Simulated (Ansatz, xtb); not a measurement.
Molecule: sum formula HGeO (charge -1, singlet). SMILES of the parent species: [OH][Ge]
Structure (B3LYP-D3(BJ)/def2-TZVP (Ansatz, an electronic-structure program) minimum search):
```
O
H 1 0.9586
Ge 1 1.9167 2 101.96
```
Charge -1, spin multiplicity 1.

Harmonic wavenumbers from GFN2-xTB (xtb, at its own minimum), cm⁻¹: 310, 586, 3623.

Problem. Give the harmonic wavenumbers at B3LYP-D3(BJ)/def2-TZVP (Ansatz, finite differences of forces, unscaled).

Solution. 515, 789, 3859 cm⁻¹. Zero-point energy 7.4 kcal/mol.

Problem. From these and the geometry, give the ideal-gas thermochemistry at 298.15 K and 1 atm (rigid rotor, harmonic oscillator).

Solution. Point group Cs, rotational symmetry number 1. Rotational constants 614.6, 9.843, 9.688 GHz. S(trans) 39.39, S(rot) 19.25, S(vib) 0.84, S(elec, spin only) 0.00, S 59.5 cal/(mol K). H(298) - H(0) 2.55 kcal/mol; G - E(el) -7.8 kcal/mol.
